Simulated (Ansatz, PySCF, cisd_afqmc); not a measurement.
System: LiCl, charge 0, singlet. LiCl (SMILES [Li][Cl]).
B3LYP-D3(BJ)/def2-TZVP minimum from Ansatz (a quantum-chemistry and plane-wave program):
```
Li
Cl 1 2.0172
```

Atomisation energy term by term, kcal/mol (programs: Ansatz, cisd_afqmc). Open shells are spin-unrestricted; no spin-orbit coupling. Cores are frozen in correlated methods. No relativity. AFQMC/CISD: phaseless, guided by CISD from CCSD amplitudes; bars are statistical, one sigma. Outlying blocks are dropped, and bars are widened where a walk drifts. Over all cases where full CI ran beside it in this data, AFQMC minus full CI had a median of +0.1 mEh and passed +0.4 mEh in a tenth of the cases. CBS(X,Y): correlation extrapolated as X^-3, Hartree-Fock from the larger set. A bracket is a step between two methods taken in the basis named. Full CI freezes restricted core orbitals, also for open shells; the composite that ends in it estimates full CI at the basis-set limit. For partners of very few electrons the exact lower level stands in for a higher one.

```csv
term,basis,kcal/mol
Hartree-Fock,def2-QZVPP,83.54
CCSD correlation,"CBS(def2-TZVPP,def2-QZVPP)",27.91
(T),"CBS(def2-TZVPP,def2-QZVPP)",2.29
CCSDT(Q) - CCSD(T),def2-QZVPP,-0.04
FCI - CCSDT(Q),def2-SVP,0.01
minus zero-point energy,Hessian by PySCF at B3LYP-D3(BJ)/def2-TZVP,-0.93
sum: D0,,112.8
```

The step beyond CCSD(T) by other levels: FCI in def2-SVP 0.08; CCSDTQ in def2-SVP 0.06; AFQMC/CISD in def2-SVP 0.24 ± 0.07; CCSDT(Q) in def2-SVP 0.07; CCSDTQ in def2-TZVPP -0.05; AFQMC/CISD in def2-TZVPP 0.22 ± 0.32; CCSDT(Q) in def2-TZVPP -0.05 kcal/mol.
